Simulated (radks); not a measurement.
Results of a calculation; reference values are marked as such.
Problem. The chlorine ion Cl4+ is in [Ne] 3s2 3p1. Level of theory: scalar-relativistic Kohn-Sham, BLYP, spin-polarised, spherical densities, finite nucleus; Fermi nuclear charge, rms radius of each element as measured or else 0.836 A^(1/3) + 0.57 fm (a radial shooting solver on a logarithmic mesh with Libxc functionals). Open shells are filled with parallel spins first. One electron is removed from 3s, 2s, 2p, 3p in turn, with full relaxation. Which removal costs least, and what does each cost?

Solution. 3p 67.521 eV; 3s 79.930 eV; 2p 278.30 eV; 2s 336.85 eV. The 3p electron leaves first.
